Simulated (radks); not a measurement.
Q: Valence configurations of Cd I (all share [Kr]). Calculated with a radial shooting solver on a logarithmic mesh with Libxc functionals: non-relativistic Kohn-Sham, TPSS, spin-polarised, spherical densities, point nucleus; open shells are filled with parallel spins first (spin-orbit coupling, left out, can overturn this in heavy ions); meta-GGA in the generalised Kohn-Sham scheme; relativity is left out, which matters for an element this heavy. Order these by energy: 4d9 5s2 5p1; 4d9.5 5s2 5p0.5; 4d10 5p2; 4d9.5 5s1.5 5p1; 4d10 5s1.5 5p0.5; 4d9.5 5s1 5p1.5; 4d10 5s2; 4d10 5s1 5p1; 4d8 5s2 5p2.

A: From the lowest, in eV above it: 4d10 5s2 0.000; 4d10 5s1.5 5p0.5 1.850; 4d10 5s1 5p1 3.409; 4d9.5 5s2 5p0.5 6.207; 4d10 5p2 7.868; 4d9.5 5s1.5 5p1 8.060; 4d9.5 5s1 5p1.5 9.633; 4d9 5s2 5p1 13.277; 4d8 5s2 5p2 29.939. NIST lists [Kr] 4d10 5s2 as the ground configuration; this level of theory agrees among the configurations tried. The energies are those of spherical high-spin densities, not of single terms. Relativity is left out, which favours d and f over s occupation in heavy atoms.
